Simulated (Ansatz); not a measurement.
`CC(Cl)Cl` + `OB(O)F` → `COB(O)F` + `ClCCl`  (substitution at a C–C bond)

Gas-phase electronic energies from Ansatz, PBE0-D4/def2-TZVP geometries. CCSD(T)/CBS is the MP2 limit (def2-TZVPP, def2-QZVPP) plus CCSD(T) − MP2 in def2-TZVPP, frozen cores. This one scheme is used for every species. DFT in def2-TZVPP. One conformer a species, not always the lowest.

```json
{"level": "r2SCANh-D4", "ΔE (kJ/mol)": "72.3"}
{"level": "HF/def2-SVP", "ΔE (kJ/mol)": "58.9"}
```

Q: What does CCSD(T)/CBS give? (An estimate is asked.)

A: Ansatz gave: +74.3 kJ/mol. The listed levels differ from it by -2.0, -15.4 kJ/mol.

Largest T1 diagnostic among the species: 0.012.

The D4 term adds +3.4 kJ/mol with B3LYP and +1.7 kJ/mol with PBE0; it sums over pairs of atoms, weighted by their polarisabilities, and B3LYP, whose exchange is more repulsive, gets the larger term. Leaving LDA and LC-ωPBE aside and taking each functional with its dispersion term where it has one, the values, not all of them listed here, spread over 11.3 kJ/mol, from BLYP-D4 to PBE-QIDH. LDA lies +6.6 kJ/mol from PBE without D4. From BLYP to BHLYP (50 % exact exchange), in def2-TZVPP and without D4, ΔE moves by +3.7 kJ/mol.

B3LYP here is the variant with VWN-RPA as its local correlation; programs differ in this.
